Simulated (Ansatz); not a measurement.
Reaction (ligand exchange at the Si–Br bond): `F[SiH](Br)Br` + H–F → `F[SiH](F)Br` + HBr

Gas-phase electronic energies from Ansatz, PBE0-D4/def2-TZVP geometries. CCSD(T)/CBS adds triple-zeta CCSD(T) − MP2 to the extrapolated MP2 energy (def2 sets, frozen cores). This one scheme is used for every species. DFT in def2-TZVPP. HSE06 is defined as in plane-wave codes. For Br outer-core shells are correlated without core-valence functions, which leaves a few kJ/mol of doubt a bond. Scalar relativity is left out up to krypton.

| level | ΔE (kcal/mol) |
| --- | --- |
| r2SCANh-D4 | -13.8 |
| HSE06 | -12.1 |
| MP2/def2-SVP | -13.6 |
| SCS-MP2/def2-TZVPP | -14.3 |

Q: What does CCSD(T)/CBS give? (Best estimate.)

A: Computed: -12.6 kcal/mol. The listed levels differ from it by -1.2, 0.5, -1.0, -1.7 kcal/mol.

Largest T1 diagnostic among the species: 0.010.

In def2-TZVPP, CCSD(T) changes the Hartree–Fock value by +3.4 kcal/mol (the triples alone add +0.7 kcal/mol) and MP2 by +5.1 kcal/mol. Leaving LDA and LC-ωPBE aside and taking each functional with its dispersion term where it has one, the values, not all of them listed here, spread over 5.4 kcal/mol, from CAM-B3LYP-D4 to revPBE-D4.

CCSD(T)/CBS has its own doubt, a few kJ/mol and more with outer-core shells, so smaller differences from it don't rank the levels.
